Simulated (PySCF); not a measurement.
**C₆ coefficients of unlike pairs at B3LYP**

Calculated with PySCF 2.14 from the dipole response of each species, C₆(A,B) = (3/π) ∫ α_A(iu) α_B(iu) du, in atomic units, from isotropic polarisabilities. For ions this is the dispersion term alone; charge-induced terms of lower order in 1/R come first.

| species | configuration | basis | relativity | α (bohr³) | C₆ (like pair) |
| --- | --- | --- | --- | --- | --- |
| Co³⁺ | [Ar] 3d6 (5D) | aug-cc-pVTZ (8s7p5d3f2g) | none | 1.798 | 4.321 |
| Pd³⁺ | [Kr] 4d7 (4F) | aug-cc-pVTZ-PP with one added diffuse shell each of s, p, d, f, g type with ECP28MDF (7s7p6d4f3g) | core potential | 4.422 | 20.01 |
| F⁻ | [Ne] (1S) | aug-cc-pCVTZ-DK with one added diffuse shell each of s, p, d, f type (8s7p5d3f) | spin-free X2C | 18.29 | 76.32 |

Problem. Estimate C₆ for Pd³⁺ with Co³⁺.

Solution. The integral gives 9.190. The combination rule 2 C_A C_B / (C_A α_B/α_A + C_B α_A/α_B) gives 9.216 and the geometric mean 9.298.

No spin-orbit coupling is included.

The other pairs:

```json
{"pair": "F⁻, Co³⁺", "C₆": "14.52"}
{"pair": "F⁻, Pd³⁺", "C₆": "33.51"}
```
